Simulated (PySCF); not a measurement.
Species: meta-tolunitrile, C₈H₇N.
Cartesian coordinates in Å at the PBE0-D3(BJ)/def2-SVP level; atoms count from 1:
```
atom  x, y, z in Å
C1    -2.5486   -0.7054   -0.1234
C2    -1.1591   -0.1407   -0.0808
C3    -0.9390    1.2323   -0.2564
C4     0.3474    1.7656   -0.2459
C5     1.4492    0.9385   -0.0570
C6     1.2466   -0.4363    0.1234
C7     2.3694   -1.3031    0.3247
N8     3.2793   -2.0032    0.4870
C9    -0.0513   -0.9678    0.1117
H10   -2.5996   -1.6928    0.3562
H11   -3.2668   -0.0417    0.3801
H12   -2.8906   -0.8252   -1.1647
H13   -1.7958    1.8960   -0.4025
H14    0.4933    2.8393   -0.3834
H15    2.4619    1.3445   -0.0442
H16   -0.1885   -2.0417    0.2573
```

Level: B3LYP/def2-SVPD in PySCF, non-relativistic, on one gas-phase PBE0-D3(BJ)/def2-SVP geometry that isn't relaxed in the solvent. The solvent is an IEF-PCM continuum (Bondi radii, 1.10 Å for H, scaled by 1.2), and excitations are vertical TDDFT with non-equilibrium linear response and a frozen core. Specific hydrogen bonds and non-electrostatic terms are outside this model.

Gas-phase singlets (H = HOMO, L = LUMO):

| state | E (eV) | λ (nm) | f | leading configuration |
| --- | --- | --- | --- | --- |
| S1 | 4.941 | 251 | 0.017 | H-1→L 38% |
| S2 | 5.460 | 227 | 0.168 | H→L 52% |
| S3 | 6.254 | 198 | 0.000 | H-2→L 97% |
| S4 | 6.339 | 196 | 0.471 | H→L+1 60% |
| S5 | 6.528 | 190 | 0.461 | H-1→L+1 77% |

Question: How does the list change in chloroform (ε = 4.711)?

Answer: 
```tsv
state	E (eV)	λ (nm)	f	leading configuration	change by rank (eV)
S1	4.864	255	0.043	H→L 60%	-0.077
S2	5.373	231	0.259	H-1→L 58%	-0.087
S3	6.223	199	0.676	H→L+1 68%	-0.031
S4	6.426	193	0.514	H-1→L+1 79%	+0.087
S5	6.463	192	0.002	H-2→L 90%	-0.065
```

Question: What are the lowest 5 singlets in water (ε = 78.36)?

Answer: 
| state | E (eV) | λ (nm) | f | leading configuration | change by rank (eV) |
| --- | --- | --- | --- | --- | --- |
| S1 | 4.840 | 256 | 0.043 | H→L 66% | -0.101 |
| S2 | 5.378 | 231 | 0.242 | H-1→L 64% | -0.082 |
| S3 | 6.256 | 198 | 0.653 | H→L+1 67% | +0.002 |
| S4 | 6.467 | 192 | 0.474 | H-1→L+1 75% | +0.128 |
| S5 | 6.481 | 191 | 0.014 | H-2→L 35% | -0.047 |

Question: The ground-state energy changes by -0.297 eV from gas to water. By how much does the total energy of gas-phase S4 change?

Answer: E(S4) = E(S0) + excitation energy, so it changes by -0.297 − 0.083 = -0.380 eV: it is lowered more than the ground state, which is what a red shift means. This is the vertical state, with the slow part of the continuum still set for S0.

Question: How do the frontier levels move from gas to water?

Answer: 
| orbital | gas (eV) | solvent (eV) | change (eV) | Löwdin shares, gas | Löwdin shares, solvent |
| --- | --- | --- | --- | --- | --- |
| LUMO+2 | 0.18 | 0.37 | +0.19 | C1 18 %, C3 10 %, H13 8 %, C4 8 % | N8 40 %, C7 35 %, C6 8 %, C9 4 % |
| LUMO+1 | -1.04 | -0.76 | +0.28 | C2 19 %, C4 19 %, C5 18 %, C9 17 % | C4 19 %, C2 19 %, C5 18 %, C9 17 % |
| LUMO | -1.78 | -1.69 | +0.09 | C3 18 %, C6 16 %, N8 12 %, C9 11 % | C3 17 %, C6 15 %, N8 14 %, C7 12 % |
| HOMO | -7.42 | -7.21 | +0.21 | C5 18 %, C3 17 %, C2 17 %, C6 14 % | C2 21 %, C5 21 %, C3 12 %, C6 10 % |
| HOMO-1 | -7.65 | -7.48 | +0.17 | C9 25 %, C4 21 %, C6 10 %, C2 10 % | C4 20 %, C9 20 %, C3 16 %, C6 16 % |
| HOMO-2 | -9.31 | -9.52 | -0.21 | N8 46 %, C7 35 %, C6 6 % | N8 29 %, C7 20 %, C6 8 %, C5 6 % |
| HOMO-3 | -9.63 | -9.68 | -0.05 | N8 27 %, C7 23 %, C3 12 %, C4 11 % | N8 23 %, C7 17 %, C4 12 %, C3 10 % |

The HOMO–LUMO gap goes from 5.64 to 5.52 eV. Rows go by rank; for HOMO-3, HOMO-2, HOMO-1, HOMO and LUMO+2 the atom shares or the degeneracy differ between the runs, so the row needn't follow one orbital.
